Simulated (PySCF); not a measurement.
CH6SeSi, SMILES [SeH][SiH2]C at its PBE/def2-SVP optimised geometry (Å):

```
9

C      1.1991    -0.5420     0.0000
Si    -0.6888    -0.5420     0.0000
Se    -1.5948     1.5828     0.0000
H      1.5948    -0.0783    -0.9261
H      1.5816    -1.5828     0.0546
H      1.5911     0.0257     0.8671
H     -1.2320    -1.1454     1.2664
H     -1.2043    -1.3290    -1.1764
H     -1.0388     1.9017    -1.3412
```

Level of theory: PBE/def2-TZVP run with PySCF 2.14.0. Cells within 0.4 Å of a nucleus heavier than hydrogen are left out (blank, or x).

Map of the HOMO amplitude (bohr^(-3/2)) on the plane z = 0.0 Å; orbital energy -5.79 eV, overall sign arbitrary:

```
|444444445555555444444444444|
|444444455555555544444444444|
|444444455555555554444444444|
|444444455666555554444444444|
|444444456666655555444444444|
|444333456887665555444444444|
|443332346898765555544444444|
|4433211xx699766555544444444|
|4432100xxx98765555544444444|
|44321003x688765555544444444|
|443321013566665554444444444|
|443322123456555444445444444|
|444333223455554444455544444|
|444433333445544334455554444|
|4444444344xx4332xx555555444|
|4444444444xxx332xxx55555444|
|44444444455x43333x555555444|
|444444455555444445555555444|
|444444455555444445555554444|
|444444555555544445555554444|
|444444455555544445555554444|
|444444455555444445555544444|
|444444444554444444444444444|
|444444444444444444444444444|
|444444444444444444444444444|
|444444444444444444444444444|
|444444444444444444444444444|
```
Scale: ten equal steps from -0.175 (start of '0') to 0.186 (end of '9'), in the order '0123456789'; x runs from -4.00 to 4.00, y from -4.00 (bottom) to 4.00 (top).
